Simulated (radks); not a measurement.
The nuclear charge of neutral rubidium is varied continuously with 37 electrons held in [Kr] 5s1. All-electron calculation, non-relativistic Kohn-Sham, r2SCAN, spin-polarised, spherical densities, point nucleus; open shells are filled with parallel spins first (spin-orbit coupling, left out, can overturn this in heavy ions); meta-GGA in the generalised Kohn-Sham scheme; relativity is left out, which matters for an element this heavy. Program: a radial shooting solver on a logarithmic mesh with Libxc functionals. By the Hellmann-Feynman theorem dE/dZ = E(electron-nucleus)/Z, the electronic potential at the nucleus.

| Z | E (hartree) | E(electron-nucleus)/Z (hartree) | HOMO | e(HOMO) (eV) | <r> HOMO (bohr) |
|---|---|---|---|---|---|
| 36.75 | -2892.91139 | -188.016 | 5s | -1.280 | 5.987 |
| 37 | -2940.12496 | -189.692 | 5s | -2.455 | 5.304 |
| 37.25 | -2987.75682 | -191.363 | 5s | -3.798 | 4.836 |
| 37.5 | -3035.80600 | -193.030 | 5s | -5.284 | 4.484 |
| 37.75 | -3084.27179 | -194.696 | 5s | -6.898 | 4.205 |
| 38 | -3133.15359 | -196.359 | 5s | -8.630 | 3.975 |

The central difference of E at Z = 37 is -189.691 hartree, to compare with the third column; the second derivative is -6.69 hartree.
